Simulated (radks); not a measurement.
Removal energies from the iodine ion I9+, [Kr] 4d8, by Delta-SCF beside the eigenvalue of the level emptied. Method: scalar-relativistic Kohn-Sham, PBEsol, spin-polarised, spherical densities, finite nucleus; Fermi nuclear charge, rms radius of each element as measured or else 0.836 A^(1/3) + 0.57 fm; computed with a radial shooting solver on a logarithmic mesh with Libxc functionals. Open shells are filled with parallel spins first.

\begin{tabular}{lrrr}
removed from & final configuration & Delta-SCF (eV) & -eigenvalue (eV) \\ \hline
4d & [Kr] 4d7 & 198.28 & 186.24 \\
4p & [Ar] 3d10 4s2 4p5 4d8 & 279.22 & 266.29 \\
4s & [Ar] 3d10 4s1 4p6 4d8 & 333.88 & 320.40 \\
3d & [Ar] 3d9 4s2 4p6 4d8 & 782.27 & 754.01 \\
\end{tabular}
